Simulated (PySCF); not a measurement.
Compound: (FGaS)3 ring, F3Ga3S3.
Cartesian coordinates in Å at the PBE0-D3(BJ)/def2-SVP level; atoms count from 1:
```
atom  x, y, z in Å
Ga1    0.8846    1.7870   -0.0074
F2     1.6134    3.3730   -0.0141
S3     0.1857    1.2134    1.9863
Ga4   -0.7445   -0.7474    1.6943
F5    -1.3643   -1.4239    3.1794
S6    -1.1034   -2.0545   -0.0249
Ga7   -0.1057   -1.0560   -1.6968
F8    -0.1632   -2.0115   -3.1557
S9     0.9302    0.8503   -1.9868
```

Computed, not measured: PBE0-D3(BJ)/def2-SVP geometry optimisation, gas phase (PySCF).

(1) Which atoms are bound to Ga1, and at what distances?

(2) List the angles at Ga1.

(3) What is the shape at Ga1?

(4) Give some angles away from the centre.

Results:

(1) 3 atoms: F2 1.745 Å, S3 2.189 Å, S9 2.190 Å. The nearest atom not counted as bound is Ga7, at 3.45 Å (others tie with it).

(2) 
| angle | degrees | distance of the outer atoms (Å) |
| --- | --- | --- |
| S3–Ga1–S9 | 135.9 | 4.06 |
| F2–Ga1–S9 | 112.1 | 3.27 |
| F2–Ga1–S3 | 112.0 | 3.27 |

(3) Planar: angles 135.9°, 112.1° and 112.0°, sum 360.0°, 0.01 Å off the plane of its three neighbours.

(4) Ga1–S3–Ga4 104.4°, S3–Ga4–F5 112.6°, Ga4–S6–Ga7 104.6°.

Point group: near D3h, missed by 0.22 Å at most; the miss may be what the optimiser left on a soft mode (Cs holds within 0.08 Å). Charge 0, singlet. No frequency check.

One conformer stands for the species.
